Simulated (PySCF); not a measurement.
# Working out the ionisation energy of Ne⁺

Ne⁺ [He] 2s2 2p5 (2P) → Ne²⁺ [He] 2s2 2p4 (3P). Calculation: PySCF 2.14, in dyall-av3z (15s9p3d2f, 71 functions); no relativity, point nucleus. Frozen: 1s2; the 14 highest virtual orbitals dropped. Energies in hartree (1 hartree = 27.21139 eV):

```csv
part,Ne⁺ (lower),Ne²⁺ (upper)
UHF,-127.824226,-126.380990
MP2 opposite-spin,-0.158989,-0.116137
MP2 same-spin,-0.049487,-0.036469
```

Task: What does Hartree-Fock give?

Result: (-126.380990) − (-127.824226) = 1.443236 hartree = 39.272 eV.

Task: What do MP2 and SCS-MP2 (6/5 opposite-spin, 1/3 same-spin) give?

Result: The opposite-spin parts differ by 1.166 eV and the same-spin parts by 0.354 eV. MP2: 39.272 + (1.166) + (0.354) = 40.792 eV. SCS-MP2: 39.272 + 1.2 × (1.166) + (0.354)/3 = 40.789 eV.

A first-order spin-orbit estimate adds -0.005 eV to MP2 (valence), giving 40.787 eV against 40.963 eV (measured; NIST Atomic Spectra Database, ionization energies).

What remains against the reference includes basis incompleteness, the frozen core and correlation beyond second order.
